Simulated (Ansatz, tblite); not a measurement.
Isomers of Al₉⁺ (singlet), found by a short tight-binding search and relaxed with PBE-D4/def2-SVP in Ansatz.

The xTB rows come from tblite. Correlated methods freeze 45 core orbitals.

Run but left out: HF/def2-SVP (A: restricted singlet, unstable towards broken spin symmetry); BHLYP-D4/def2-TZVP, B2PLYP/def2-TZVP (A: restricted singlet, unstable in another Hartree–Fock run and untested here).

A: The restricted singlet is unstable towards broken spin symmetry in Hartree–Fock (as tested in another run); at PBE-D4/def2-TZVP, r2SCAN-D4/def2-TZVP, PBE0-D4/def2-TZVP this wasn't settled. At CCSD(T)/def2-SVP T1 of the charge 1 singlet is large (up to 0.042), so the single-reference result is doubtful. At CCSD(T)/def2-SVP the restricted singlet (for correlated methods, its reference) is unstable: a solution with broken spin symmetry lies lower. B: The restricted singlet is unstable towards broken spin symmetry in Hartree–Fock (as tested in another run); at r2SCAN-D4/def2-TZVP, PBE0-D4/def2-TZVP this wasn't settled. At CCSD(T)/def2-SVP T1 of the charge 1 singlet is large (up to 0.041), so the single-reference result is doubtful. At CCSD(T)/def2-SVP the restricted singlet (for correlated methods, its reference) is unstable: a solution with broken spin symmetry lies lower. C: The restricted singlet is unstable towards broken spin symmetry in Hartree–Fock (as tested in another run); at PBE-D4/def2-TZVP, r2SCAN-D4/def2-TZVP, PBE0-D4/def2-TZVP this wasn't settled. At CCSD(T)/def2-SVP T1 of the charge 1 singlet is large (up to 0.048), so the single-reference result is doubtful. At CCSD(T)/def2-SVP the restricted singlet (for correlated methods, its reference) is unstable: a solution with broken spin symmetry lies lower.

Other spin states weren't relaxed.

A:

```xyz
9

Al    2.902   -0.539    0.026
Al   -0.489    1.053   -0.639
Al    0.307   -0.943    0.578
Al   -0.249    1.215    2.499
Al    1.828    1.443    1.163
Al    1.483   -0.698   -2.058
Al   -2.641   -0.588   -0.830
Al   -2.370    0.785    1.268
Al   -0.770   -1.729   -2.007
```

B:

```xyz
9

Al   -2.888   -0.505   -0.442
Al    0.490   -1.968    2.031
Al    2.196    1.644    0.399
Al   -0.561    0.246    0.861
Al    0.786   -0.112   -1.216
Al   -1.539    1.217   -1.646
Al    2.382   -0.812    0.870
Al   -1.324   -2.362    0.308
Al    0.458    2.652   -1.166
```

C:

```xyz
9

Al    1.664   -1.809    0.915
Al    0.903    2.560    0.852
Al    1.160    1.796   -1.707
Al    0.081   -0.142   -0.371
Al    0.441   -2.801   -1.132
Al   -1.670   -1.559   -1.989
Al   -2.562    0.201   -0.336
Al    1.257    0.385    2.196
Al   -1.274    1.369    1.571
```

Question: Estimate their order by electronic energy at PBE0-D4/def2-TZVP, counted from the lowest.

Answer: B (0.0) < A (0.9) < C (19.6), in kcal/mol.

Question: Do the other levels pick the same lowest one?

Answer: Not GFN1-xTB. Energies above each level's lowest (kcal/mol):

```tsv
level	A	B	C
GFN1-xTB	19.5	17.7	0.0
PBE-D4/def2-TZVP	1.3	0.0	15.7
r2SCAN-D4/def2-TZVP	1.3	0.0	19.8
PBE0-D4/def2-TZVP	0.9	0.0	19.6
MP2/def2-SVP	2.4	0.0	12.1
CCSD/def2-SVP	1.6	0.0	10.4
CCSD(T)/def2-SVP	2.0	0.0	9.2
```
Point groups (tolerance 0.1 Å): A Cs, B not assigned, C not assigned. Lower isomers may exist.
